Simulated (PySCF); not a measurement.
Compound: C₂H₆F₃GeN.
Structure used (PBE0-D3(BJ)/def2-SVP), in Å, numbered top down from 1:
```xyz
13
C2H6F3GeN angstrom
N      1.9117    0.6240    0.8938
Ge     0.9685    0.6513   -0.6760
C     -0.5796   -0.5888   -0.7334
C     -1.5299   -0.4291    0.4133
F     -2.0053    0.8218    0.4926
F     -2.5883   -1.2433    0.3220
F     -0.9359   -0.6957    1.5890
H      2.3877   -0.2559    1.0762
H      1.3504    0.8509    1.7113
H      1.9249    0.2120   -1.7968
H      0.4571    2.0829   -0.8941
H     -1.1363   -0.4184   -1.6670
H     -0.2207   -1.6282   -0.7399
```

Linear response at PBE0/def2-SVPD (PySCF, frozen core in the response, non-relativistic). Relativistic effects, spin–orbit coupling among them, are left out although an element past zinc is present.

Static isotropic polarisability: 65.87 au (9.76 Å³), principal values 60.3, 64.0, 73.4 au.

Problem. What is the polarisability at 1064 nm and at the sodium D line?

Solution. 66.37 au at 1064 nm (+0.8 %), 67.55 au at 589.3 nm (+2.6 %). The rise at 589.3 nm is 3.35 times that at 1064 nm; a pure ω² law gives 3.26. The lowest singlet lies at 196 nm, shorter than both wavelengths.

Problem. What is the isotropic C6 coefficient between two such molecules, C6 = (3/π)∫α(iω)² dω?

Solution. 1897 au (Eh·bohr⁶) by a ten-point quadrature over imaginary frequencies, which is 1130 eV·Å⁶ or 109 J·nm⁶/mol.

Problem. Which effective excitation energy ω̄ makes London's formula C6 = (3/4)α²ω̄ exact here?

Solution. ω̄ = 4·C6/(3α²) = 0.583 Eh = 15.9 eV. A one-pole form α(ω) = α/(1 − ω²/ω̄²) fitted to the 1064 nm value gives 13.4 eV. London's choice of the ionisation energy (9.71 eV, ΔSCF at the same level) gives C6 = 1160 au, 39 % too low.

Problem. The lowest 10 singlets have (eV, f): 6.34, 0.037; 7.07, 0.004; 7.57, 0.068; 7.83, 0.008; 7.93, 0.001; 8.20, 0.010; 8.44, 0.001; 8.55, 0.038; 8.70, 0.049; 8.77, 0.055. What share of the static polarisability do they carry in the sum over states α = Σ f/ω²?

Solution. 3.25 au, 4.9 % of α; the largest term, 0.88 au, is that of the state at 7.57 eV. Their oscillator strengths add up to 0.27. Higher states carry the rest.

Problem. How anisotropic is the static polarisability, by Δα² = ½[(α1 − α2)² + (α2 − α3)² + (α3 − α1)²]?

Solution. Δα = 11.7 au, or 0.18 of the isotropic value.

Problem. What n − 1 at the D line would an ideal gas of it have at 273.15 K and 1 atm (2.6868 × 10¹⁹ cm⁻³), by n − 1 = 2π·N·α′?

Solution. 16.90 × 10⁻⁴, a formal value whether or not that pressure can be reached.

Problem. What molar refraction at the D line follows from R = (4π/3)·N_A·α′, with α′ the polarisability volume?

Solution. α′ = 10.01 Å³ gives R = 25.25 cm³/mol, for isolated, non-vibrating species.

Problem. What does −C6/R⁶ come to at R = 12 Å between centres?

Solution. -37 J/mol. This is the leading, orientation-averaged term; C8 and higher terms are left out.

One conformer stands for the species.
